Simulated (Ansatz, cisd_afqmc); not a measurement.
System: CH6SSi, charge 0, singlet. CH6SSi (SMILES CS[SiH3]).
B3LYP-D3(BJ)/def2-TZVP minimum from Ansatz (a program for electronic structure):
```xyz
9

Si     1.2457    -0.0479     0.5667
S     -0.3579    -0.1594    -0.8394
C     -1.7468     0.3346     0.2501
H      2.4701    -0.4262    -0.1702
H      1.3812     1.3233     1.1151
H      1.0252    -0.9746     1.7034
H     -1.8637    -0.3675     1.0737
H     -2.6460     0.3171    -0.3622
H     -1.5990     1.3416     0.6361
```
Charge 0, spin multiplicity 1.

Atomisation energy term by term, kcal/mol (programs: Ansatz, cisd_afqmc). Open shells are spin-unrestricted; no spin-orbit coupling. Cores are frozen in correlated methods. Rows without X2C or -DK are non-relativistic. AFQMC is phaseless with a CISD trial state; ± is one standard error, without the phaseless bias. Outlying blocks are dropped, and bars are widened where a walk drifts. Over all cases where full CI ran beside it in this data, AFQMC minus full CI had a median of +0.1 mEh and passed +0.4 mEh in a tenth of the cases. CBS(X,Y): correlation extrapolated as X^-3, Hartree-Fock from the larger set. A bracket is a step between two methods taken in the basis named. 'core' is core correlation in cc-pwCVTZ (1s frozen past Ne), 'X2C' scalar relativity in cc-pVTZ-DK, both at CCSD(T). Where a partner has so few electrons that a lower coupled-cluster level is exact, that level stands in.

```tsv
term	basis	kcal/mol
Hartree-Fock	cc-pV(Q+d)Z	526.41
CCSD correlation	CBS(cc-pV(T+d)Z,cc-pV(Q+d)Z)	164.06
(T)	CBS(cc-pV(T+d)Z,cc-pV(Q+d)Z)	8.73
CCSDT(Q) - CCSD(T)	cc-pV(D+d)Z	0.44
core correlation	cc-pwCVTZ	1.25
scalar relativity	X2C, cc-pVTZ-DK	-1.23
sum: De		699.6
```

The step beyond CCSD(T) by other levels: AFQMC/CISD in cc-pV(D+d)Z 0.46 ± 0.27 kcal/mol.
